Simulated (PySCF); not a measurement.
# ZrH₃⁺: from structure and modes to constants

Computed with PySCF, PBE0, basis Zr def2-TZVP with ECP28, H def2-TZVP (scalar-relativistic core potentials, no spin–orbit coupling, density fitting).

The singlet minimum has C3v symmetry. Masses (u): Zr 89.90470, H 1.00782.

```xyz
4
charge 1 multiplicity 1, angstrom
Zr    0.0000    0.0000    0.0227
H     1.6465    0.0000   -0.6738
H    -0.8233    1.4259   -0.6738
H    -0.8233   -1.4259   -0.6738
```

Harmonic wavenumbers (cm⁻¹): 415.2 (a1, ×1), 514.0 (e, ×2), 1836.4 (e, ×2), 1865.9 (a1, ×1).

(1) Find the principal moments of inertia and the rotational constants. What kind of rotor is it?

(2) What is the harmonic zero-point energy?

(3) Find the vibrational entropy and heat capacity at 298.15 K.

Answers

(1) About the centre of mass I = 5.5174, 5.5174, 8.1966 u Å². With B = 16.8576/I this gives 3.055, 3.055, 2.057 cm⁻¹. The molecule is an oblate symmetric top.

(2) Half the sum of all 6 wavenumbers, 6982/2 = 3491 cm⁻¹, which is 41.8 kJ/mol (1 cm⁻¹ = 0.0119627 kJ/mol).

(3) With u = 1.43878 ω/T, each mode gives S = R[u/(eᵘ−1) − ln(1−e⁻ᵘ)] and C = R u² eᵘ/(eᵘ−1)².
```json
{"ω (cm⁻¹)": "415.2", "u": "2.004", "S (J/(mol K))": "3.80", "C (J/(mol K))": "6.01"}
{"ω (cm⁻¹)": "514.0 (×2)", "u": "2.480", "S (J/(mol K))": "2.61", "C (J/(mol K))": "5.10"}
{"ω (cm⁻¹)": "1836.4 (×2)", "u": "8.862", "S (J/(mol K))": "0.01", "C (J/(mol K))": "0.09"}
{"ω (cm⁻¹)": "1865.9", "u": "9.004", "S (J/(mol K))": "0.01", "C (J/(mol K))": "0.08"}
```
The sums over all modes are S = 9.1 and C = 16.5 J/(mol K); the softest mode gives 42 % of the entropy (each member, where degenerate).

Other isomers or separated fragments may lie lower.
